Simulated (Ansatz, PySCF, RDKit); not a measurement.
H2O (SMILES O) and CH3Br (SMILES CBr) are pulled apart as rigid monomers along the line of their centres of mass, from the B3LYP-D3(BJ)/def2-TZVP minimum. Starting geometry (charge 0, multiplicity 1):
```xyz
8

O      0.34622     0.03161    -0.11399
H     -0.02327     0.55665     0.60845
H     -0.32053     0.05274    -0.80786
C      0.01682    -1.46079     2.85770
Br    -0.86776     0.27476     3.11971
H      0.88118    -1.48064     3.51156
H      0.29923    -1.51221     1.81191
H     -0.70050    -2.22837     3.12497
```

Interaction energies with rigid monomers; basis-set methods are counterpoise corrected unless marked otherwise.

Correlated levels freeze the cores. Filled d and f shells under p-block atoms count as core. Rows in 6-31G* carry no dispersion term and start afresh at each structure (6-31G* with six Cartesian d functions); the Pople sets are all-electron and without relativity.

Run with Ansatz (an electronic-structure program); PySCF for 6-31G* rows, the dispersion terms; RDKit for the force fields. Each number belongs to the level named beside it.

```json
[
 {"H2···Br5 (Å)": "2.40", "UFF (meV)": "425.4", "PBE/def2-TZVPPD (meV)": "-93.0", "B3LYP/6-31G* (no counterpoise) (meV)": "-151.4", "PBE0-D3(BJ)/def2-TZVPPD (meV)": "-132.4", "MP2/aug-cc-pVDZ (meV)": "-64.4"},
 {"H2···Br5 (Å)": "2.66", "UFF (meV)": "82.6", "PBE/def2-TZVPPD (meV)": "-133.3", "B3LYP/6-31G* (no counterpoise) (meV)": "-195.5", "PBE0-D3(BJ)/def2-TZVPPD (meV)": "-166.7", "MP2/aug-cc-pVDZ (meV)": "-126.7"},
 {"H2···Br5 (Å)": "3.06", "UFF (meV)": "-16.8", "PBE/def2-TZVPPD (meV)": "-114.2", "B3LYP/6-31G* (no counterpoise) (meV)": "-164.7", "PBE0-D3(BJ)/def2-TZVPPD (meV)": "…", "MP2/aug-cc-pVDZ (meV)": "-119.0"},
 {"H2···Br5 (Å)": "3.73", "UFF (meV)": "-18.3", "PBE/def2-TZVPPD (meV)": "…", "B3LYP/6-31G* (no counterpoise) (meV)": "-78.2", "PBE0-D3(BJ)/def2-TZVPPD (meV)": "-76.4", "MP2/aug-cc-pVDZ (meV)": "-67.4"},
 {"H2···Br5 (Å)": "4.79", "UFF (meV)": "-5.9", "PBE/def2-TZVPPD (meV)": "-22.4", "B3LYP/6-31G* (no counterpoise) (meV)": "-22.7", "PBE0-D3(BJ)/def2-TZVPPD (meV)": "-27.7", "MP2/aug-cc-pVDZ (meV)": "-25.2"}
]
```

Task: Some entries are withheld; supply them.

Result: 
- 3.06, PBE0-D3(BJ)/def2-TZVPPD (meV): -139.1
- 3.73, PBE/def2-TZVPPD (meV): -62.3
